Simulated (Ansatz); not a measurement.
Geometry optimisation, Ansatz 0.2.0, RKS revPBE/def2-SVP.

Input file:

```yaml
crystal:
  periodic: [false, false, false]
  atoms:
    - { symbol: B, position_ang: [0.0, 0.0, 0.0] }
    - { symbol: F, position_ang: [0.0, 0.0, 1.67] }
    - { symbol: H, position_ang: [1.0305, 0.0, -0.595] }
    - { symbol: O, position_ang: [-1.2211, 0.0, -0.705] }
    - { symbol: H, position_ang: [-1.7308, -0.8467, -0.4965] }
    - { symbol: "N", position_ang: [-0.2314, 1.7403, 0.5833] }
    - { symbol: H, position_ang: [-1.1621, 2.2275, 0.4417] }
    - { symbol: Si, position_ang: [1.139, 2.616, 1.4005] }
    - { symbol: H, position_ang: [2.2258, 1.6785, 1.668] }
    - { symbol: H, position_ang: [1.622, 3.6846, 0.5308] }
    - { symbol: H, position_ang: [0.67, 3.1883, 2.6591] }
    - { symbol: H, position_ang: [-0.1415, 1.0645, 1.5337] }
basis:
  gaussian: { orbitals: def2-SVP }
hamiltonian:
  xc: revpbe
relax:
  f_tol: 0.15
  max_steps: 25
  restrain:
    - { distance: [0, 5], at: 1.55, k: 30.0 }
    - { distance: [11, 1], at: 0.92, k: 30.0 }
    - { distance: [0, 1], at: 2.52, k: 30.0 }
    - { distance: [11, 5], at: 2.26, k: 30.0 }
output:
  orbitals: {}
```

Launched with:

```bash
$ ansatz run input.yaml --threads 4 --pin off --max-ram 5120MiB --backend cpu --events-out ev --progress --plain --runs-dir out
```

Problem. Where does it end, and by what steps?

Solution. The forces met the threshold. The restraints hold the end off the free minimum; the threshold counts their pulls, which the force column leaves out. Restrained pairs: B1–N6 (1.85 → 1.50 Å), F2–H12 (1.08 → 0.93 Å), B1–F2 (1.67 → 2.53 Å), N6–H12 (1.17 → 2.25 Å). After 9 steps the energy has fallen by 2.828 eV (the restraints' own energy left out); H12 moved furthest, 1.08 Å.

```tsv
step	energy less start (eV)	largest force component (eV/Å)	accepted
0	0.0000	7.186	yes
1	-0.8619	4.702	yes
2	-1.4778	4.080	yes
3	-1.9732	1.901	yes
4	-2.4414	1.233	yes
5	-2.6198	1.957	yes
6	-2.7739	1.510	yes
7	-2.8138	1.428	yes
8	-2.8292	1.466	yes
9	-2.8281	1.542	yes
```

```xyz
12
Properties=species:S:1:pos:R:3
B -0.134 0.483 -0.080
F -0.444 -0.578 2.197
H 0.924 -0.105 -0.151
O -1.302 0.051 -0.654
H -1.196 -0.834 -1.043
N -0.162 1.835 0.572
H -1.060 2.324 0.486
Si 1.234 2.757 1.154
H 2.417 1.839 1.200
H 1.538 3.936 0.265
H 0.959 3.299 2.533
H -0.572 0.345 2.210
```

Time of the run: 14 s on 4 threads of Arm Neoverse V2, with other jobs on the host, peak memory 0.18 GiB.
